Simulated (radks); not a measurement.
Task: All-electron atom: Sn+ in [Kr] 4d10 5s2 5p1. Calculated with a radial shooting solver on a logarithmic mesh with Libxc functionals: scalar-relativistic Kohn-Sham, PBE, spin-polarised, spherical densities, finite nucleus; open shells are filled with parallel spins first (spin-orbit coupling, left out, can overturn this in heavy ions); Fermi nuclear charge, rms radius 4.6519 fm. Some entries of the table are withheld. Estimate them.

orbital,occ.,eigenvalue (hartree),<r> (bohr),<r^2> (bohr^2)
1s up,1,-1066.482,0.02906,0.001143
1s down,1,-1066.481,0.02906,0.001143
2s up,1,-161.2515,0.1255,0.01857
2s down,1,-161.2513,0.1255,0.01857
2p up,3,-144.7906,0.1096,0.01466
2p down,3,-144.7902,0.1096,0.01466
3s up,1,-31.35401,0.3394,0.1317
3s down,1,-31.35344,0.3394,0.1317
3p up,3,-25.97413,0.3377,0.1323
3p down,3,-25.97347,0.3377,0.1323
3d up,5,-17.69122,0.3146,0.1175
3d down,5,-17.69064,0.3146,0.1175
4s up,1,-5.21463,0.8186,0.7584
4s down,1,-5.21329,0.8186,0.7582
4p up,3,-3.58963,(1),0.8972
4p down,3,-3.58810,(2),0.8963
4d up,5,-1.24320,(3),1.435
4d down,5,-1.23904,(4),1.421
5s up,1,-0.66698,(5),6.048
5s down,1,-0.63912,(6),6.004
5p up,1,-0.39023,2.892,9.562
5p down,0,-0.36000,2.904,9.659

Result: 
(1) 4p up <r> (bohr): 0.8860
(2) 4p down <r> (bohr): 0.8856
(3) 4d up <r> (bohr): 1.099
(4) 4d down <r> (bohr): 1.094
(5) 5s up <r> (bohr): 2.311
(6) 5s down <r> (bohr): 2.301
